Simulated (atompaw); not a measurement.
## Before and after: PAW (atompaw) potential for silver

| Item | Value |
| --- | --- |
| Element | Ag (Z = 47) |
| Generator | atompaw 4.2.0.5 |
| Type | PAW |
| Functional | PBE |
| Relativity | scalar-relativistic |
| Frozen core | [Ar] 3d10 |
| Valence charge | 19 |
| Reference configuration | 4s2 4p6 4d10 5s1 5p0 |
| Partial waves | 4s (bound): rc 1.60 bohr; 5s (bound): rc 2.15 bohr; 4p (bound): rc 1.50 bohr; 5p (bound, empty): rc 1.65 bohr; 4d (bound): rc 2.15 bohr; 4d channel at -0.1 Ry: rc 2.15 bohr |
| Local potential | bessel scheme, radius 2.05 bohr |
| Core correction | smooth core density matched at 2.00 bohr |
| Augmentation charge | gaussian compensation charge, radius 1.90 bohr; PAW radius 2.15 bohr; waves and projectors: custom rrkj vanderbiltortho |

Change: augmentation gaussian compensation charge, radius 1.90 bohr; PAW radius 2.15 bohr; waves and projectors: custom polynom vanderbiltortho.

Cutoffs: the cutoffs (Ry, on a coarse ladder) from which the occupation-weighted sum of valence levels, in a spherical-Bessel basis at the reference potential, stays within 10 and 1 mRy of its value at 400 Ry; they do not see the model core or the augmentation charge, which bear on the density cutoff.

Task: What does the change do?

Result: The potential gets harder (40 Ry and 70 Ry → 50 Ry and 70 Ry); neither file shows a bound ghost.

| quantity | base | changed |
| --- | --- | --- |
| cutoff, loose | 40 Ry | 50 Ry |
| cutoff, tight | 70 Ry | 70 Ry |
| loose cutoff by channel (10 mRy a level) | s 21 Ry, p 30 Ry, d 18 Ry | s 18 Ry, p 30 Ry, d 18 Ry |
| bound ghosts | none | none |
| s: phases at 2.16 bohr within 0.05 rad from the reference energy up to (Ry; the scan ends near 5) | to the end of the scan | to the end of the scan |
| p: phases at 2.16 bohr within 0.05 rad from the reference energy up to (Ry; the scan ends near 5) | to the end of the scan | to the end of the scan |
| d: phases at 2.16 bohr within 0.05 rad from the reference energy up to (Ry; the scan ends near 5) | 3.4 | 3.1 |
| lowest overlap eigenvalue by channel | s 0.46, p 0.10, d 1.00 | s 0.54, p 0.81, d 0.95 |

 The cutoffs see the waves, projectors and local potential, not the compensation charge or the core.
